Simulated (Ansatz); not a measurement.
Geometry optimisation, RKS PBE/def2-SVP in Ansatz 0.2.0.

Input file:

```yaml
crystal:
  periodic: [false, false, false]
  atoms:
    - { symbol: B, position_ang: [0.0, 0.0, 0.0] }
    - { symbol: F, position_ang: [0.0, 0.0, 1.67] }
    - { symbol: Cl, position_ang: [1.6108, 0.0, -0.93] }
    - { symbol: Cl, position_ang: [-1.6108, 0.0, -0.93] }
    - { symbol: "N", position_ang: [0.0773, -1.7539, 0.5833] }
    - { symbol: H, position_ang: [-0.441, -2.5119, 0.0539] }
    - { symbol: H, position_ang: [0.64, -2.0009, 1.4471] }
    - { symbol: H, position_ang: [0.0473, -1.0728, 1.5337] }
basis:
  gaussian: { orbitals: def2-SVP }
hamiltonian:
  xc: pbe
relax:
  f_tol: 0.15
  max_steps: 25
  restrain:
    - { distance: [0, 4], at: 1.55, k: 30.0 }
    - { distance: [7, 1], at: 0.92, k: 30.0 }
    - { distance: [0, 1], at: 2.52, k: 30.0 }
    - { distance: [7, 4], at: 2.26, k: 30.0 }
output:
  orbitals: {}
```

Run as:

```bash
$ ansatz run input.yaml --threads 2 --pin off --max-ram 3072MiB --backend cpu --events-out ev --progress --plain --runs-dir out
```

Problem. Where does it end, and by what steps?

Solution. The run converged. The restraints hold the end off the free minimum; the threshold counts their pulls, which the force column leaves out. Restrained pairs: B1–N5 (1.85 → 1.48 Å), F2–H8 (1.08 → 0.93 Å), B1–F2 (1.67 → 2.53 Å), N5–H8 (1.17 → 2.25 Å). After 8 steps the energy has fallen by 3.792 eV (the restraints' own energy left out); H7 moved furthest, 1.08 Å.

```csv
step,energy less start (eV),largest force component (eV/Å),accepted
0,0.0000,6.088,yes
1,-1.1256,5.322,yes
2,-1.8161,4.871,yes
3,-2.6669,2.986,yes
4,-3.3097,1.767,yes
5,-3.4985,2.409,yes
6,-3.6685,2.215,yes
7,-3.7636,2.034,yes
8,-3.7925,2.049,yes
```

```xyz
8
Properties=species:S:1:pos:R:3
B 0.081 -0.603 -0.302
F -0.178 0.423 1.996
Cl 1.609 0.223 -0.626
Cl -1.456 0.011 -0.915
N 0.115 -1.937 0.347
H -0.706 -2.543 0.343
H 1.006 -2.405 0.519
H -0.147 -0.507 2.066
```

Time of the run: 19 s on 2 threads of Arm Neoverse V1, with other jobs on the host, peak memory 0.14 GiB.
